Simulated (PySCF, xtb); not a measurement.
Si(H)(Cl)2(vinyl) (C₂H₄Cl₂Si), SMILES C=C[SiH](Cl)Cl. One conformer was computed; it need not be the lowest.

Harmonic wavenumbers (cm⁻¹) from GFN2-xTB run with xtb at its own minimum, in rising order: 34, 133, 138, 167, 311, 474, 479, 537, 635, 640, 721, 926, 1013, 1022, 1271, 1417, 1667, 2294, 3019, 3086, 3111.

Question: What does B3LYP-D3(BJ)/def2-SVP in PySCF 2.14.0 give at its own minimum? (The exact figures need the calculation; the answer reports its results.)

Answer: 72, 167, 172, 185, 323, 519, 524, 597, 727, 812, 819, 997, 1013, 1031, 1272, 1422, 1666, 2271, 3117, 3148, 3209. Paired by order, the mean absolute difference is 48 cm⁻¹ and the zero-point energies are 33.0 and 34.4 kcal/mol.
